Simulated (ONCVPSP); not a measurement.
# Ru: one change to an ONCV potential, before and after

* Element: Ru (Z = 44)
* Generator: ONCVPSP 4.0.1
* Type: optimised norm-conserving Vanderbilt (ONCV)
* Functional: PBE
* Relativity: scalar-relativistic
* Frozen core: [Ar] 3d10
* Valence charge: 16
* Reference configuration: 4s2 4p6 4d7 5s1
* Partial waves: 4s+5s: rc 1.40 bohr, ncon 3, nbas 6, qcut 7.7 1/bohr, 2 projectors; 4p: rc 1.90 bohr, ncon 4, nbas 7, qcut 5.6 1/bohr, 2 projectors, debl 1.1 Ha; 4d: rc 2.05 bohr, ncon 4, nbas 9, qcut 7.7 1/bohr, 2 projectors, debl 3.8 Ha
* Local potential: polynomial inside 1.35 bohr (lpopt 2, dvloc0 0 Ha)
* Core correction: Teter function, fcfact 3.75, rcfact 1.7

In the p channel the program set the typed energies aside and used -1.706, 0.250 Ha.

All-electron outer shells of the reference configuration (PBE, scalar-relativistic, ld1.x):

```json
{"shell": "3d", "level (eV)": "-273.12", "outermost node (bohr)": "–", "outermost maximum (bohr)": "0.30"}
{"shell": "4s", "level (eV)": "-76.37", "outermost node (bohr)": "0.48", "outermost maximum (bohr)": "0.92"}
{"shell": "4p", "level (eV)": "-46.42", "outermost node (bohr)": "0.49", "outermost maximum (bohr)": "0.98"}
{"shell": "4d", "level (eV)": "-5.20", "outermost node (bohr)": "0.48", "outermost maximum (bohr)": "1.21"}
{"shell": "5s", "level (eV)": "-4.24", "outermost node (bohr)": "1.24", "outermost maximum (bohr)": "2.73"}
```

Change: core correction Teter function, fcfact 3.75, rcfact 1.9.

Cutoffs: the cutoffs (Ha) at which the residual kinetic energy of the hardest occupied pseudo-wave falls to 1 and 0.1 mHa per electron; they do not see the model core or the augmentation charge, which bear on the density cutoff. Errors are all-electron minus pseudo energies relative to the spin-unpolarised reference configuration.

**Question.** What does the change do?

**Answer.** The potential gets neither clearly harder nor softer (24 Ha and 27 Ha → 24 Ha and 27 Ha); of the 4 tests that both files solve, the error grows in 3 and shrinks in 1 by more than 15 % and 0.3 meV (median size 2.0 → 4.3 meV); neither file shows a bound ghost. A model core, the more so a compact one, raises the density cutoff, which this test does not measure.

| quantity | base | changed |
| --- | --- | --- |
| cutoff, loose | 24 Ha | 24 Ha |
| cutoff, tight | 27 Ha | 27 Ha |
| bound ghosts | none | none |
| GHOST(+) flags under 300 eV | none | none |
| error for 4s2 4p6 4d7 5s0, meV [ΔE 7.29 eV] | -1.6 | -2.5 |
| error for 4s2 4p6 4d6 5s0, meV [ΔE 25.48 eV] | -2.5 | -6.1 |
| error for 4s2 4p6 4d5 5s0, meV [ΔE 56.10 eV] | +6.6 | -13 |
| error for 4s2 4p6 4d6 5s1, meV [ΔE 10.11 eV] | +1.3 | -0.9 |
| s: phases at 1.42 bohr within 0.05 rad from the reference energy up to (Ha; the scan ends near 5) | to the end of the scan | to the end of the scan |
| p: phases at 1.93 bohr within 0.05 rad from the reference energy up to (Ha; the scan ends near 5) | to the end of the scan | to the end of the scan |
| d: phases at 2.08 bohr within 0.05 rad from the reference energy up to (Ha; the scan ends near 5) | to the end of the scan | to the end of the scan |
| rms error of d²Exc/dni dnj with the model core, mHa | 3.14 | 4.58 |
